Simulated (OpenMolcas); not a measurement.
## Tc⁴⁺: effect of the level shift or regulariser

```
Program             : OpenMolcas 26.06
Basis               : ANO-RCC-VTZP [7s6p4d2f1g]
Scalar Hamiltonian  : DKH2, point nucleus
Active space        : 3 electrons in 5 orbitals (4d)
State averaging     : 2S+1 = 4 even, 10 roots; 2S+1 = 2 even, 40 roots
Spin-orbit coupling : RASSI with atomic mean-field integrals over the reference wave functions, term energies averaged over their components
```

Methods on the same reference wave functions:
A. CASSCF
B. MS-CASPT2, IPEA 0.25 Eh, imaginary shift 0.1 Eh (closed shells correlated: 4s 4p)
C. MS-CASPT2, IPEA 0.25 Eh, real shift 0.2 Eh (closed shells correlated: 4s 4p)
D. MS-CASPT2, IPEA 0.25 Eh, sigma2 regulariser 0.3 Eh (closed shells correlated: 4s 4p)

Energies in cm-1 above 4d3 4F 3/2.

```json
{"Level": "4d3 4F 3/2", "A": "0.0", "B": "0.0", "C": "0.0", "D": "0.0"}
{"Level": "4d3 4F 5/2", "A": "1036", "B": "1064", "C": "1064", "D": "1064"}
{"Level": "4d3 4F 7/2", "A": "2345", "B": "2380", "C": "2380", "D": "2380"}
{"Level": "4d3 4F 9/2", "A": "3835", "B": "3840", "C": "3840", "D": "3840"}
{"Level": "4d3 4P 1/2", "A": "14820", "B": "12290", "C": "12310", "D": "12290"}
{"Level": "4d3 4P 3/2", "A": "14875", "B": "12230", "C": "12250", "D": "12230"}
{"Level": "4d3 2G 7/2", "A": "16276", "B": "14010", "C": "14030", "D": "14010"}
{"Level": "4d3 4P 5/2", "A": "16446", "B": "13980", "C": "13980", "D": "13980"}
{"Level": "4d3 2G 9/2", "A": "17148", "B": "14930", "C": "14930", "D": "14930"}
{"Level": "4d3 2P 1/2", "A": "21175", "B": "17440", "C": "17570", "D": "17450"}
{"Level": "4d3 2H 9/2", "A": "21740", "B": "19500", "C": "19490", "D": "19500"}
{"Level": "4d3 2H 11/2", "A": "22129", "B": "19890", "C": "19870", "D": "19890"}
{"Level": "4d3 2D 5/2(1)", "A": "24188", "B": "20500", "C": "20520", "D": "20500"}
{"Level": "4d3 2F 7/2", "A": "34913", "B": "29550", "C": "29570", "D": "29550"}
{"Level": "4d3 2F 5/2", "A": "35350", "B": "29960", "C": "29980", "D": "29960"}
{"Level": "4d3 2D 5/2(2)", "A": "54149", "B": "46560", "C": "46590", "D": "46560"}
{"Level": "4d3 2D 3/2(2)", "A": "54653", "B": "47060", "C": "47080", "D": "47060"}
```

Among B to D the level of the table that moves most is 4d3 2P 1/2, by 120 cm-1 (lowest in B, highest in C). Moves below CASPT2's spread within the term are not significant.

From A to B the spin-free energies of the other terms of 4d3 shown, above 4F, scale by factors of 0.80 to 0.88, as is usual when dynamic correlation screens the repulsion within a d or f shell.

The lowest spin-free term lies below A's lowest term by 0.296 hartree in B, 0.295 hartree in C, 0.296 hartree in D.

CASPT2 breaks the degeneracy within a term, and the mean is taken; among the terms shown or strongly mixed into the levels shown the widest spread is 780 cm-1 (4d3 4F, D). Without dynamic correlation excited terms often stand tens of per cent too high (terms of higher spin than the ground term too low), and those without a measured partner can miss by more than the paired ones (holds for A). Levels of configurations outside the active space are missing. Levels that lie high or do not pair safely by name in every column are left out.

A number in round brackets counts repeated terms of one configuration in the order of the reference energies.
